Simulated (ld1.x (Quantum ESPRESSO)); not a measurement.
**Tb: one change to an RRKJ potential, before and after**

* Element: Tb (Z = 65)
* Generator: ld1.x (Quantum ESPRESSO) 7.5
* Type: norm-conserving RRKJ (Kleinman–Bylander form)
* Functional: PBE
* Relativity: scalar-relativistic
* Frozen core: [Kr] 4d10 4f8
* Valence charge: 11
* Reference configuration: 5s2 5p6 5d1 6s0 6p0 (charge +2)
* Partial waves: 5p (bound): rc 2.20 bohr; 5d (bound): rc 2.45 bohr; 5f channel at 0.2 Ry: rc 2.45 bohr; 5s (bound): rc 2.30 bohr
* Local potential: the s channel
* Core correction: a·sin(br)/r model core, default radius (core density twice the valence density)

Change: all radii but the core radius scaled by about 1.31 (s 3.00, p 2.88, d 3.20, f 3.20 bohr).

Cutoffs: the cutoffs (Ry, on a coarse ladder) from which the occupation-weighted sum of valence levels, in a spherical-Bessel basis at the reference potential, stays within 10 and 1 mRy of its value at 400 Ry; they do not see the model core or the augmentation charge, which bear on the density cutoff. Errors are all-electron minus pseudo energies relative to the spin-unpolarised reference configuration.

Question: How do hardness, ghosts and transferability respond?

Answer: The potential gets softer (21 Ry and 35 Ry → 15 Ry and 18 Ry); a bound ghost appears in p, s, which as a rule spoils a file; of the 5 tests that both files solve, the error grows in 4 and shrinks in 1 by more than 15 % and 0.3 meV (median size 2063.0 → 4332.1 meV). A larger radius leaves more room for a smooth pseudo-wave, so fewer plane waves are needed.

```csv
quantity,base,changed
"cutoff, loose",21 Ry,15 Ry
"cutoff, tight",35 Ry,18 Ry
loose cutoff by channel (10 mRy a level),"p 12 Ry, d 15 Ry, s 15 Ry","p 12 Ry, d 12 Ry, s 8 Ry"
bound ghosts,none,"s (extra level of the local part), p"
"tests counted (converged, no solver errors)",6 of 7,6 of 7
"error for 5s2 5p6 5d1 6s1 6p0, meV [ΔE -12.26 eV]",+2063,+4332
"error for 5s2 5p6 5d0 6s0 6p0, meV [ΔE 19.88 eV]",-62,+37
"error for 5s2 5p5 5d1 6s2 6p0, meV [ΔE 13.98 eV]",+5294,+10247
"error for 5s2 5p6 5d1.5 6s1.5 6p0, meV [ΔE -18.08 eV]",+2245,+5105
"error for 5s2 5p6 5d2 6s1 6p0, meV [ΔE -17.07 eV]",+1444,+3386
```

Base: Tests not counted: 5s2 5p6 5d1 6s2 6p0 (solver errors, printed error -977 eV). These tests converged, but a pseudo level misses the all-electron one widely, so the file describes the atom poorly there or has found another state: 5s2 5p6 5d0 6s0 6p0: empty 6s by 4.0 eV; 5s2 5p6 5d2 6s1 6p0: 6s by 1.1 eV; 5s2 5p6 5d1 6s1 6p1: 6s by 1.4 eV. Changed file: Tests not counted: 5s2 5p6 5d1 6s1 6p1 (pseudo-atom not self-consistent, printed error -968 eV). These tests converged, but a pseudo level misses the all-electron one widely, so the file describes the atom poorly there or has found another state: 5s2 5p6 5d1 6s2 6p0: 5s by 3.7 eV; 5s2 5p6 5d1 6s1 6p0: 6s by 3.3 eV; 5s2 5p6 5d0 6s0 6p0: empty 6s by 6.8 eV (a node warning on the way); 5s2 5p5 5d1 6s2 6p0: 5p by 3.6 eV (a node warning on the way); 5s2 5p6 5d1.5 6s1.5 6p0: 6s by 2.4 eV; 5s2 5p6 5d2 6s1 6p0: 6s by 2.8 eV (a node warning on the way). A true bound ghost makes a file unfit for plane-wave use even where its test errors are small: the radial tests pick states by their node count and pass the ghost by. Where a test does run into it, the solver fails or the error is huge.
